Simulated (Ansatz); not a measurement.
Process, species as SMILES: [S]F (F-S) → F atom + S atom
B3LYP-D3(BJ)/def2-TZVP geometries, fixed; electronic energies without zero-point terms.

How fast the atomisation energy converges with the basis for several methods (Ansatz, a quantum-chemistry and plane-wave program): deviation from each method's own reference, in kcal/mol. References: B3LYP 86.05 kcal/mol, the value in aug-cc-pV(5+d)Z; CCSD(T) 84.67 kcal/mol, Hartree-Fock in aug-cc-pV(Q+d)Z plus the correlation part extrapolated as X^-3 from aug-cc-pV(T+d)Z and aug-cc-pV(Q+d)Z; HF 35.78 kcal/mol, the value in pcseg-4; MP2 90.28 kcal/mol, Hartree-Fock in aug-cc-pV(Q+d)Z plus the correlation part extrapolated as X^-3 from aug-cc-pV(T+d)Z and aug-cc-pV(Q+d)Z; PBE 95.49 kcal/mol, the value in aug-cc-pV(5+d)Z; r2SCAN 87.27 kcal/mol, the value in aug-cc-pV(5+d)Z. Cartesian d functions, on some or all atoms, in 6-311+G**; all else is spherical. In correlated methods cores are frozen. Open shells are unrestricted. No added dispersion term, no relativity. 

| basis | functions | B3LYP | CCSD(T) | HF | MP2 | PBE | r2SCAN |
|---|---|---|---|---|---|---|---|
| cc-pV(D+d)Z | 37 | -6.73 | [?] | -10.92 | -22.78 | -5.54 | -7.13 |
| aug-pcseg-1 | 50 | -7.07 | [?] | -7.34 | -14.37 | -6.50 | -6.24 |
| 6-311+G** | 53 | -10.24 | [?] | -11.30 | -20.43 | -10.12 | -9.79 |
| aug-cc-pV(D+d)Z | 55 | -3.98 | [?] | -4.55 | -12.06 | -3.49 | -3.53 |
| 6-311++G(2d,2p) | 62 | -5.25 | [?] | -6.31 | -13.79 | -5.07 | -5.04 |
| pcseg-2 | 64 | -1.63 | [?] | -1.62 | -5.24 | -1.52 | -1.52 |
| 6-311++G(3df,3pd) | 86 | -1.09 | [?] | -1.49 | -5.80 | -1.02 | -1.23 |
| jun-cc-pV(T+d)Z | 87 | -0.98 | [?] | -1.27 | -5.67 | -0.91 | -0.86 |
| def2-TZVPPD | 91 | -0.83 | [?] | -1.01 | -5.56 | -0.70 | -0.73 |
| aug-pcseg-2 | 96 | -0.69 | [?] | -0.64 | -3.53 | -0.61 | -0.54 |
| pcseg-3 | 124 | -0.05 | [?] | 0.03 | -1.64 | -0.04 | 0.00 |
| cc-pV(5+d)Z | 191 | -0.07 | [?] | -0.30 | -1.23 | -0.03 | -0.05 |

Some entries are withheld; supply them.


- cc-pV(D+d)Z, CCSD(T): -21.50
- aug-pcseg-1, CCSD(T): -14.74
- 6-311+G**, CCSD(T): -19.19
- aug-cc-pV(D+d)Z, CCSD(T): -11.94
- 6-311++G(2d,2p), CCSD(T): -13.92
- pcseg-2, CCSD(T): -5.19
- 6-311++G(3df,3pd), CCSD(T): -5.95
- jun-cc-pV(T+d)Z, CCSD(T): -5.78
- def2-TZVPPD, CCSD(T): -5.64
- aug-pcseg-2, CCSD(T): -3.47
- pcseg-3, CCSD(T): -1.74
- cc-pV(5+d)Z, CCSD(T): -1.33

Mean absolute deviation over 6-311+G**, 6-311++G(2d,2p), pcseg-2, 6-311++G(3df,3pd), jun-cc-pV(T+d)Z, def2-TZVPPD, aug-pcseg-2: r2SCAN 2.82, PBE 2.85, B3LYP 2.96, HF 3.38, CCSD(T) 8.45, MP2 8.57 kcal/mol.
